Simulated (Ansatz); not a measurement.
silanone (H₂OSi), singlet, geometry from GFN2-xTB; PBE/6-311G** in Ansatz (a program for electronic structure).

The Ansatz input:
Ansatz 0.2 input:
```yaml
crystal:
  periodic: [false, false, false]
  atoms:
    - {symbol: Si, position_ang: [0.06685327, -0.42675674, 0.00274181]}
    - {symbol: O, position_ang: [-0.16591088, 1.05908930, -0.00680439]}
    - {symbol: H, position_ang: [-0.98465592, -1.43401683, -0.00031696]}
    - {symbol: H, position_ang: [1.37599714, -1.06410322, 0.01636676]}
basis:
  gaussian:
    orbitals: 6-311G__.json
    occupation: {up: {"A1": 6, "B1": 2, "B2": 4}, down: {"A1": 6, "B1": 2, "B2": 4}}
hamiltonian:
  xc: pbe
```
The basis file holds 6-311G** in the JSON format of the Basis Set Exchange.

Problem. Predict the main parts of the log of this Ansatz run.

Solution. 
```
Functional definition: PBE
the irreps are read with x along [-0.008, 0.005, 1.000], y along [-0.988, -0.155, -0.007] and z along [0.155, -0.988, 0.006] of the geometry given
475 factors; their error is unknown
mean field evaluation 1: about -9923.5928 eV, gradient 3.0e1 eV
mean field evaluation 2: about -9925.2960 eV, gradient 1.7e0 eV
mean field evaluation 4: about -9925.2988 eV, gradient 1.4e-1 eV
mean field evaluation 8: about -9925.2990 eV, gradient 1.9e-6 eV
a density is far from that of the atoms, so the factors are made again for it
487 factors; integrals over basis functions are off by at most 1.3e-3 eV
mean field -9925.29870765 eV, -364.7479998970 hartree, gradient 7.6e-7 eV, S^2 0.000000; 0 other end points of the search recorded, 0 dependent functions left out
reference -9925.29874232 eV, -364.7480011710 hartree; 12, 12 occupied and 45, 45 virtual orbitals, 487 factors
Total energy: -9925.29874232 eV, -364.7480011710 hartree
```
